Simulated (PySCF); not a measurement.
An unknown is described by computed data only.

Formula: C3H7BS.

* 13C NMR: chemical shifts (computed TMS as zero) by class: 156.3 (1 C), 146.5 (1 C), 16.4 (1 C) ppm [GIAO HF/pcSseg-2]
* Rotational structure: rotational constants A, B, C: 15.864, 1.673, 1.528 GHz [PBE0-D3(BJ)/def2-SVP]
* NMR, other nuclei: isotropic shieldings of nuclei other than C and H, by class: 48 (1 B), 512 (1 S) ppm [GIAO HF/pcSseg-2]
* Dipole: 0.95 D [B3LYP/def2-SVPD]
* Polarisability: 79.8 au [B3LYP/def2-SVPD]
* Triplet: lowest triplet excitation (Tamm–Dancoff): 3.46 eV [TDA B3LYP/def2-SVPD]
* 1H NMR: chemical shifts (computed TMS as zero) by class: 6.64 (1 H), 6.57 (1 H), 6.49 (1 H), 6.47 (1 H), 2.18 (3 H) ppm [GIAO HF/pcSseg-2]
* UV, first state: lowest singlet excitation: 5.03 eV (246 nm, f = 0.383) [TDDFT B3LYP/def2-SVPD]
* Valence photoelectron: vertical ionisation energy: 9.12 eV [ΔSCF B3LYP/def2-SVPD]

Gas-phase values; electronic properties from PySCF, density fitting. Levels stand in brackets. Isolated species at its PBE0-D3(BJ)/def2-SVP geometry (one conformer only). NMR classes are plain means over equivalent atoms (diastereotopic ones count apart unless rotation or inversion swaps them), as if these changed places fast.

Q: What is the compound? Reason from the data.

A: Numbering: `[CH2:1]=[CH:2][BH:3][S:4][CH3:5]`. 3 carbons fall into 3 classes; from least to most shielded: terminal =CH2 carbon [C1] (156.3 ppm), alkene CH carbon [C2] (146.5 ppm), S-methyl carbon [C5] (16.4 ppm). Hydrogen classes from least to most shielded: 1 H on an alkene CH carbon, C2 (6.64 ppm), 1 H on a terminal =CH2 carbon, C1 (6.57 ppm), 1 H on a three-coordinate boron, B3 (6.49 ppm), 1 H on a terminal =CH2 carbon, C1 (6.47 ppm), 3 H on an S-methyl carbon, C5 (2.18 ppm, a mean of values up to 0.5 ppm apart in this geometry). The other shieldings belong to: 48 ppm, three-coordinate boron [B3]; 512 ppm, sulfur bonded to B and C [S4]. S1 is mainly HOMO→LUMO (weight 0.96); the largest Löwdin shares of the orbital it empties are 0.50 on the sulfur bonded to B and C, 0.14 on the terminal =CH2 carbon, 0.12 on the alkene CH carbon and 0.09 on the three-coordinate boron, of the orbital it fills 0.26 on the terminal =CH2 carbon, 0.26 on the three-coordinate boron, 0.17 on the alkene CH carbon and 0.17 on the sulfur bonded to B and C. By its constants the optimised geometry is an asymmetric top. Structure: `C=CBSC`. Computed isomers that give other values at the same levels: `B/C=C/SC` (lowest singlet excitation: 4.40 eV (282 nm, f = 0.435)). The assignments are read from this structure; whether some other isomer fits the data as well wasn't checked.

Conformer computed: `[CH2:1]=[CH:2][BH:3][S:4][CH3:5]`: C1–C2–B3–S4 180°, C2–B3–S4–C5 180°.
